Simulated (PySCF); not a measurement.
Vertical excitations of a molecule C2H7InO from TDA-PBE/def2-SVPD (PySCF 2.14.0), as energy in eV (oscillator strength): 3.89 (0.000), 4.18 (0.064), 4.73 (0.013), 5.29 (0.116), 5.36 (0.001), 5.66 (0.009), 5.87 (0.004), 5.92 (0.014), 6.11 (0.073), 6.51 (0.006). Lowest triplet (TDA): 3.36 eV. Geometry optimised at B3LYP-D3(BJ)/def2-SVP. The def2 effective core potentials stand for the cores of In; spin–orbit coupling is left out. Other conformers were not sampled.

Task: Which structure fits?
A. C[O][InH][CH3]
B. CC[O][InH2]
C. [CH3][In]([CH3])[OH]
D. C[CH2][InH][OH]

Result: B, CC[O][InH2]
